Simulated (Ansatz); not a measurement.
Geometry optimisation, Ansatz, RKS PBE0/def2-SVP.

Input:

```yaml
crystal:
  periodic: [false, false, false]
  atoms:
    - { symbol: Ge, position_ang: [-0.6188, 0.834, 0.0912] }
    - { symbol: S, position_ang: [0.5648, -0.9672, 1.5931] }
    - { symbol: H, position_ang: [0.3735, 1.6428, -0.7043] }
    - { symbol: H, position_ang: [-0.9053, 1.6861, 1.3489] }
    - { symbol: H, position_ang: [-1.9622, 0.5369, -0.4955] }
    - { symbol: H, position_ang: [0.3469, -1.4485, -0.1199] }
    - { symbol: O, position_ang: [-0.0953, -0.8708, -1.1608] }
    - { symbol: H, position_ang: [1.756, -0.4404, 1.3165] }
    - { symbol: H, position_ang: [0.5404, -0.9729, -1.8692] }
basis:
  gaussian: { orbitals: def2-SVP }
hamiltonian:
  xc: pbe0
relax:
  f_tol: 0.15
  max_steps: 25
  restrain:
    - { distance: [0, 6], at: 3.16, k: 30.0 }
    - { distance: [5, 1], at: 2.66, k: 30.0 }
    - { distance: [0, 1], at: 2.25, k: 30.0 }
    - { distance: [5, 6], at: 0.97, k: 30.0 }
```

Launched with:

```bash
$ ansatz run input.yaml --threads 2 --pin off --max-ram 3072MiB --backend cpu --events-out ev --progress --plain --runs-dir out
```

Q: Where does it end, and by what steps?

A: The forces met the threshold. The restraints hold the end off the free minimum. The force dipped under the threshold on the way, but the program's further checks kept it going. After 10 steps the energy has fallen by 1.658 eV (the restraints' own energy left out); H6 moved furthest, 0.80 Å. Joined: H6–O7 (1.27 → 0.97 Å).

```tsv
step	energy less start (eV)	largest force component (eV/Å)	accepted
0	0.0000	2.602	yes
1	-0.5785	4.067	yes
2	-0.7937	3.791	yes
3	-1.1646	2.610	yes
4	-1.5478	0.559	yes
5	-1.5892	0.506	yes
6	-1.5841	1.188	no
7	-1.6306	0.232	yes
8	-1.6447	0.115	yes
9	-1.6493	0.464	yes
10	-1.6578	0.075	yes
```

```xyz
9
Properties=species:S:1:pos:R:3
Ge -0.559 0.942 0.459
S 0.453 -0.711 1.603
H 0.356 1.445 -0.666
H -0.841 2.104 1.434
H -1.876 0.343 -0.036
H 0.100 -1.712 -0.833
O -0.072 -1.316 -1.701
H 1.632 -0.059 1.724
H 0.806 -1.036 -1.985
```

The run took 28 s on 2 threads of Arm Neoverse V1 (shared host), peak memory 0.2 GiB.
